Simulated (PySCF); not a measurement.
PySCF input file for CH₇ClGeSi, SMILES Cl[SiH2][CH2][GeH3], B3LYP-D3(BJ)/def2-SVP. Geometry optimised at B3LYP-D3(BJ)/def2-SVP. This is a generated structure with no PubChem entry under its InChIKey; it may be hypothetical. The values are those of a single conformer.

```python
import numpy as np
from pyscf import gto, scf, dft, df
from pyscf.hessian import thermo

mol = gto.M(
    atom='''
    Si    1.24127819   -1.14743490    0.37155081
    Cl    2.04454744    0.73811310    0.77906208
    C    -0.16973888   -0.96230433   -0.83971592
    Ge   -1.50524217    0.41700276   -0.35743664
    H     0.75895654   -1.71924412    1.65739564
    H     2.33951773   -1.99259214   -0.17154612
    H    -0.68818703   -1.93377815   -0.91746105
    H     0.22456152   -0.72041869   -1.84012581
    H    -0.96149807    1.81759058   -0.68744871
    H    -1.82226993    0.32672274    1.14948629
    H    -2.80009916    0.16762357   -1.15979928
    ''',
    basis='def2-SVP',
    charge=0,
    spin=0,
    max_memory=1600,
    verbose=3,
)
mf = dft.RKS(mol, xc='b3lyp').density_fit(auxbasis='def2-universal-jkfit')
mf.disp = 'd3bj'
mf.grids.level = 3
mf.conv_tol = 1e-11
mf.max_cycle = 100
mf.kernel()

# analytic Hessian; the response equations are solved on a coarser grid
h, args, fine = mf.Hessian(), (mf.mo_energy, mf.mo_coeff, mf.mo_occ), mf.grids
h.max_memory = max(150, 2.5e-5 * df.make_auxmol(mol, mf.with_df.auxbasis).nao * mol.nelec[0] * (mol.nelec[0] + mol.nao))  # MB; small integral blocks
h1ao = h.make_h1(mf.mo_coeff, mf.mo_occ)
mf.grids = dft.Grids(mol).set(level=1).build(with_non0tab=True)
mo1, mo_e1 = h.solve_mo1(*args, h1ao)
mf.grids = fine
hess = h.hess_elec(*args, mo1, mo_e1, h1ao) + h.hess_nuc()
if mf.do_disp():
    hess += h.get_dispersion()
for i in range(mol.natm):  # the analytic DFT Hessian lacks the response of the grid: restore translational invariance
    hess[i, i] -= hess[i].sum(axis=0)
hess = (hess + hess.transpose(1, 0, 3, 2)) / 2
vib = thermo.harmonic_analysis(mol, hess, imaginary_freq=False)
thermo.dump_normal_mode(mol, vib)
th = thermo.thermo(mf, vib['freq_au'][vib['freq_au'] > 0], 298.15, 101325)
thermo.dump_thermo(mol, th)
g0 = mf.nuc_grad_method().set(verbose=0).kernel()

# dipole derivatives [dipole axis, atom, xyz] from the same response
r, irp = mol.intor('int1e_r'), mol.intor('int1e_irp').reshape(3, 3, mol.nao, mol.nao)
sl, dm0, ok = mol.aoslice_by_atom(), np.array(mf.make_rdm1()), []
dmu = np.einsum('a,xt->xat', mol.atom_charges(), np.eye(3))
for a, (_, _, p0, p1) in enumerate(sl):
    dmu[:, a] += 2 * np.einsum('xtij,ij->xt', irp[:, :, :, p0:p1], dm0.reshape(-1, mol.nao, mol.nao).sum(0)[:, p0:p1])
    for u, c, occ, f in [(mo1, mf.mo_coeff, mf.mo_occ, 4)]:
        dmu[:, a] -= f * np.einsum('tui,xuv,vi->xt', u[a], r, c[:, occ > 0], optimize=True)
L = vib['norm_mode']
ir = 974.8801 * (np.einsum('xat,kat->kx', dmu, L) ** 2).sum(1)       # km/mol
apt = np.einsum('xax->a', dmu) / 3

# polarisability derivatives from nuclear gradients in small electric fields
h0, F = mf.get_hcore(), 0.005
def in_field(f, guess):
    m = mf.copy()
    m.verbose, m.conv_tol, m.conv_tol_grad = 0, 1e-11, 2e-7
    m.get_hcore = lambda *a: h0 + np.einsum('x,xij->ij', f, r)
    m.kernel(guess)
    ok.append(m.converged)
    dm = np.array(m.make_rdm1())
    g = m.nuc_grad_method().kernel() - np.outer(mol.atom_charges(), f)
    for a, (_, _, p0, p1) in enumerate(sl):
        g[a] -= 2 * np.einsum('x,xtij,ij->t', f, irp[:, :, :, p0:p1], dm[:, p0:p1])
    return g, -np.einsum('xij,ij->x', r, dm), dm
E = np.eye(3) * F
g0, _, dm0 = in_field(np.zeros(3), dm0)
gp = [in_field(e, dm0) for e in E]
gm = [in_field(-e, 2 * dm0 - p[2]) for e, p in zip(E, gp)]
alpha = np.array([(p[1] - q[1]) / (2 * F) for p, q in zip(gp, gm)])  # bohr^3
check = abs(np.array([-(p[0] - q[0]) / (2 * F) for p, q in zip(gp, gm)]) - dmu).max()
print('static polarisability / bohr^3:', alpha.round(3))
print('largest difference of analytic and finite-field dipole derivatives / e:', check)
da = np.zeros((3, 3, mol.natm, 3))
for x in range(3):
    da[x, x] = -(gp[x][0] + gm[x][0] - 2 * g0) / F**2
for x, y in ((0, 1), (0, 2), (1, 2)):
    up, down = in_field(E[x] + E[y], gp[x][2] + gp[y][2] - dm0), in_field(-E[x] - E[y], gm[x][2] + gm[y][2] - dm0)
    both = -(up[0] + down[0] - 2 * g0) / F**2
    da[x, y] = da[y, x] = (both - da[x, x] - da[y, y]) / 2
aq = np.einsum('xyat,kat->kxy', da, L) * 0.529177210903**2           # A^2/amu^1/2
a = np.einsum('kxx->k', aq) / 3
g2 = 1.5 * (aq**2).sum((1, 2)) - 4.5 * a**2
raman, depol = 45 * a**2 + 7 * g2, 3 * g2 / (45 * a**2 + 4 * g2 + 1e-12)
print('mode   freq/cm-1   IR/(km/mol)   Raman/(A^4/amu)   depolarisation')
for k, w in enumerate(vib['freq_wavenumber']):
    print(f'{k + 1:4d} {w:11.2f} {ir[k]:13.3f} {raman[k]:17.3f} {depol[k]:16.3f}')
print('max |gradient| / (hartree/bohr):', abs(g0).max())
print('APT charges:', apt.round(4))
```

Output:

```
converged SCF energy = -2868.63204397501

WARN: DFTD3 does not support analytical Hessian, using finite difference


WARN: Mole.unit (angstrom) is changed to Bohr

Mode                                 0                   1                   2
Irrep
Freq [cm^-1]                       55.6470            107.6602            115.2520
Reduced mass [au]                   3.4429              1.2094              2.9586
Force const [Dyne/A]                0.0063              0.0083              0.0232
Char temp [K]                      80.0636            154.8991            165.8219
Normal mode                   x     y     z       x     y     z       x     y     z
       0  Si                -0.02  0.03  0.04   -0.01  0.01 -0.00    0.07 -0.00 -0.04
       1  Cl                 0.10 -0.02 -0.00    0.04 -0.01  0.03    0.04 -0.01  0.05
       2   C                 0.04  0.07 -0.02    0.02  0.03 -0.03   -0.06 -0.05  0.10
       3  Ge                -0.05 -0.02 -0.01   -0.02 -0.00 -0.01   -0.04  0.01 -0.02
       4   H                -0.09  0.10  0.04   -0.05  0.02 -0.01    0.23 -0.12 -0.03
       5   H                -0.06 -0.07  0.09   -0.02 -0.01  0.02    0.06  0.09 -0.21
       6   H                 0.07  0.06 -0.11    0.04  0.02 -0.06   -0.08 -0.06  0.26
       7   H                 0.08  0.15  0.02    0.03  0.06 -0.01   -0.15 -0.19  0.03
       8   H                -0.04  0.04  0.22   -0.25 -0.02 -0.47    0.03 -0.02 -0.06
       9   H                -0.21 -0.20 -0.05    0.36  0.32  0.09   -0.14  0.10 -0.04
      10   H                 0.05  0.05 -0.18   -0.19 -0.33  0.37    0.01  0.02 -0.10
Mode                                 3                   4                   5
Irrep
Freq [cm^-1]                      230.5256            466.3961            485.8909
Reduced mass [au]                   3.6805              1.2919              2.1358
Force const [Dyne/A]                0.1152              0.1656              0.2971
[...]
       3  Ge                -0.01 -0.01  0.00    0.01 -0.01 -0.01   -0.00  0.01 -0.01
       4   H                -0.27 -0.54 -0.30   -0.07 -0.02 -0.02   -0.29 -0.02 -0.15
       5   H                 0.26  0.36  0.03    0.24  0.14  0.22    0.26  0.14  0.31
       6   H                 0.04  0.04  0.27   -0.33  0.15 -0.22    0.12 -0.08 -0.14
       7   H                -0.12 -0.12 -0.13   -0.28  0.24 -0.03    0.11  0.21  0.25
       8   H                 0.17 -0.08 -0.06   -0.14  0.07  0.06    0.04  0.02  0.14
       9   H                -0.00  0.12  0.01   -0.05  0.03 -0.01    0.18 -0.25  0.02
      10   H                -0.00  0.11 -0.03   -0.05  0.05  0.07   -0.05 -0.11  0.12
Mode                                12                  13                  14
Irrep
Freq [cm^-1]                      839.1522            883.7422            889.9408
Reduced mass [au]                   1.0706              1.0905              1.0558
Force const [Dyne/A]                0.4442              0.5018              0.4927
Char temp [K]                    1207.3532           1271.5083           1280.4267
Normal mode                   x     y     z       x     y     z       x     y     z
       0  Si                 0.01  0.01 -0.00    0.03  0.02  0.02   -0.02 -0.01 -0.02
       1  Cl                 0.00  0.01 -0.00   -0.00  0.00 -0.00    0.00 -0.00  0.00
       2   C                 0.02 -0.05  0.02   -0.04 -0.02 -0.01    0.02  0.02  0.02
       3  Ge                 0.01 -0.01 -0.00    0.01  0.01  0.00    0.00 -0.00  0.01
       4   H                -0.25 -0.12 -0.15   -0.21 -0.21 -0.16    0.12  0.15  0.10
       5   H                -0.14 -0.11 -0.12   -0.23 -0.20 -0.15    0.19  0.16  0.14
       6   H                 0.14 -0.11 -0.03    0.13 -0.11 -0.03   -0.03  0.04  0.04
       7   H                 0.04  0.04  0.05   -0.09  0.09 -0.01    0.10 -0.06  0.04
       8   H                -0.45  0.24  0.21    0.11 -0.14 -0.37   -0.33 -0.00 -0.55
       9   H                -0.33  0.35 -0.04   -0.32 -0.52 -0.10   -0.10 -0.27 -0.05
      10   H                -0.22  0.34  0.23   -0.12 -0.15  0.22   -0.05  0.53 -0.11
Mode                                15                  16                  17
Irrep
Freq [cm^-1]                      895.7677            962.2311           1019.1815
Reduced mass [au]                   1.0755              1.0486              1.0525
Force const [Dyne/A]                0.5084              0.5720              0.6442
Char temp [K]                    1288.8102           1384.4363           1466.3753
Normal mode                   x     y     z       x     y     z       x     y     z
       0  Si                 0.02  0.02  0.02    0.02 -0.03  0.02   -0.01 -0.03  0.01
       1  Cl                -0.00  0.00 -0.00   -0.00 -0.00 -0.00   -0.00 -0.00 -0.00
       2   C                -0.04 -0.03  0.01    0.01 -0.01  0.01   -0.02  0.02 -0.01
       3  Ge                -0.00 -0.00  0.01   -0.00  0.00  0.00    0.00  0.00 -0.00
       4   H                -0.22 -0.21 -0.17   -0.50  0.47  0.03    0.12  0.18  0.15
       5   H                -0.20 -0.19 -0.12    0.03  0.38 -0.55    0.10  0.18 -0.07
       6   H                 0.07 -0.08 -0.09   -0.13  0.07 -0.05    0.59 -0.33  0.15
       7   H                -0.05  0.09  0.03    0.05 -0.03  0.01   -0.49  0.25 -0.14
       8   H                -0.23  0.07 -0.12    0.05 -0.03 -0.03   -0.12  0.06  0.06
       9   H                 0.50 -0.04  0.10    0.02 -0.02  0.01    0.05 -0.05  0.01
      10   H                 0.28  0.16 -0.49    0.01 -0.02 -0.02    0.02 -0.03 -0.02
Mode                                18                  19                  20
Irrep
Freq [cm^-1]                     1073.9527           1381.3685           2124.5718
Reduced mass [au]                   1.4661              1.0883              1.0185
Force const [Dyne/A]                0.9963              1.2235              2.7086
Char temp [K]                    1545.1788           1987.4818           3056.7858
Normal mode                   x     y     z       x     y     z       x     y     z
       0  Si                -0.02  0.01 -0.00    0.00 -0.00 -0.00   -0.00 -0.00 -0.00
       1  Cl                 0.00  0.00  0.00   -0.00 -0.00  0.00    0.00 -0.00  0.00
       2   C                 0.14 -0.07  0.04   -0.02 -0.04 -0.07    0.00  0.00  0.00
       3  Ge                -0.00  0.00 -0.00   -0.00 -0.00 -0.00    0.01  0.00  0.01
       4   H                 0.10 -0.03  0.02   -0.01  0.02  0.01    0.01  0.00 -0.01
       5   H                -0.09 -0.04 -0.06    0.00 -0.00 -0.01   -0.01  0.01  0.01
       6   H                -0.37  0.22 -0.07   -0.15 -0.01  0.66    0.00  0.00 -0.00
       7   H                -0.54  0.34 -0.12    0.28  0.58  0.22    0.00 -0.00  0.00
       8   H                 0.02 -0.00 -0.02    0.00  0.00  0.01    0.04  0.05 -0.00
       9   H                 0.05 -0.08  0.01    0.01 -0.00  0.01   -0.01 -0.00  0.14
      10   H                -0.05  0.08  0.05    0.00 -0.00 -0.00   -0.82 -0.16 -0.51
Mode                                21                  22                  23
Irrep
Freq [cm^-1]                     2131.7809           2153.0147           2233.7634
Reduced mass [au]                   1.0205              1.0213              1.0351
Force const [Dyne/A]                2.7325              2.7893              3.0430
Char temp [K]                    3067.1581           3097.7088           3213.8881
Normal mode                   x     y     z       x     y     z       x     y     z
       0  Si                -0.00 -0.00  0.00   -0.00 -0.00 -0.00   -0.02  0.02  0.00
       1  Cl                 0.00  0.00  0.00    0.00  0.00 -0.00    0.00  0.00  0.00
       2   C                -0.00  0.00 -0.00   -0.00 -0.00  0.00   -0.00  0.00  0.00
       3  Ge                 0.00 -0.00 -0.01   -0.01 -0.01  0.00    0.00 -0.00 -0.00
       4   H                 0.01  0.01 -0.02   -0.00 -0.00  0.01   -0.10 -0.10  0.24
       5   H                 0.00  0.00  0.00   -0.00  0.01  0.00    0.70 -0.53 -0.35
       6   H                 0.00 -0.00 -0.00    0.01 -0.01 -0.00   -0.00  0.00 -0.00
       7   H                 0.01 -0.01 -0.00   -0.00  0.00  0.00   -0.00 -0.00  0.00
       8   H                 0.03  0.07 -0.04    0.35  0.89 -0.21    0.00  0.01 -0.00
       9   H                -0.20 -0.06  0.95    0.01 -0.01 -0.09   -0.00 -0.00  0.01
      10   H                 0.12  0.02  0.05    0.03 -0.01  0.03   -0.01 -0.00 -0.01
Mode                                24                  25                  26
Irrep
Freq [cm^-1]                     2240.8282           3045.4200           3110.2519
Reduced mass [au]                   1.0473              1.0601              1.1030
Force const [Dyne/A]                3.0983              5.7928              6.2864
Char temp [K]                    3224.0529           4381.6813           4474.9600
Normal mode                   x     y     z       x     y     z       x     y     z
       0  Si                 0.02  0.01 -0.03    0.00 -0.00  0.00   -0.00 -0.00  0.00
       1  Cl                 0.00  0.00  0.00   -0.00  0.00  0.00    0.00  0.00  0.00
       2   C                 0.00 -0.00 -0.00   -0.01 -0.04 -0.05   -0.04 -0.05  0.05
       3  Ge                 0.00  0.00 -0.00   -0.00  0.00 -0.00   -0.00 -0.00  0.00
       4   H                -0.30 -0.36  0.82   -0.00  0.00  0.00    0.00  0.00 -0.00
       5   H                -0.20  0.15  0.09   -0.00  0.00  0.00    0.00  0.00 -0.00
       6   H                 0.00  0.00 -0.00    0.37  0.68  0.04    0.27  0.50  0.05
       7   H                -0.00  0.00 -0.01   -0.21 -0.14  0.52    0.27  0.17 -0.69
       8   H                -0.00 -0.00  0.00    0.00  0.00  0.00    0.00  0.00 -0.00
       9   H                -0.01 -0.00  0.03    0.00 -0.00  0.00    0.00 -0.00 -0.00
      10   H                -0.00  0.00 -0.00    0.00  0.00  0.00    0.00  0.00  0.00
temperature 298.1500 [K]
pressure 101325.00 [Pa]
Rotational constants [GHz] 4.66558 1.18159 0.99281
Symmetry number 1
Zero-point energy (ZPE) 0.06910 [Eh]   181431.814 [J/mol]
                           tot       elec      trans        rot        vib
Entropy [J/mol/K]       364.841      0.000    171.665    119.095     74.081
Cv [J/mol/K]            105.514      0.000     12.472     12.472     80.571
Cp [J/mol/K]            113.829      0.000     20.786     12.472     80.571
Internal energy [J/mol]                      3718.434   3718.434 193118.803
Internal energy [Eh]   -2868.55566  -2868.63204
Enthalpy [J/mol]                             6197.391   3718.434 193118.803
Enthalpy [Eh]          -2868.55471
Gibbs free energy [J/mol]                  -44984.383 -31789.881 171031.563
Gibbs free energy [Eh] -2868.59614
static polarisability / bohr^3: [[77.663 -3.434  4.862]
 [-3.425 71.854  0.412]
 [ 4.853  0.41  62.771]]
largest difference of analytic and finite-field dipole derivatives / e: 0.0008124571431197269
mode   freq/cm-1   IR/(km/mol)   Raman/(A^4/amu)   depolarisation
   1       55.65         0.491             0.299            0.750
   2      107.66         0.224             0.136            0.503
   3      115.25         0.263             0.237            0.573
   4      230.53         3.037             2.370            0.608
   5      466.40         4.788             8.659            0.384
   6      485.89        18.685            13.719            0.147
   7      524.33        11.397             4.856            0.714
   8      533.97        15.596             5.991            0.619
   9      638.56        46.350             2.854            0.030
  10      685.03        25.130            12.148            0.745
  11      727.21        61.313             5.152            0.651
  12      777.59        96.380            10.060            0.535
  13      839.15       178.609            16.575            0.682
  14      883.74       195.884            13.938            0.720
  15      889.94        37.567            27.940            0.750
  16      895.77        58.544            24.383            0.747
  17      962.23       100.405            18.418            0.731
  18     1019.18        24.859             3.458            0.738
  19     1073.95        40.520             3.928            0.576
  20     1381.37         5.784            11.053            0.701
  21     2124.57       133.118           220.007            0.205
  22     2131.78        91.724           104.998            0.297
  23     2153.01        90.711           111.193            0.319
  24     2233.76       125.419           220.208            0.143
  25     2240.83       110.609            98.495            0.442
  26     3045.42         1.817           108.308            0.109
  27     3110.25         0.382            74.470            0.737
max |gradient| / (hartree/bohr): 5.148835361210854e-05
APT charges: [ 1.3604 -0.5103 -0.5907  1.0419 -0.2754 -0.2962  0.0087  0.013  -0.2386
 -0.2445 -0.2682]
```

Self-consistency was reached.
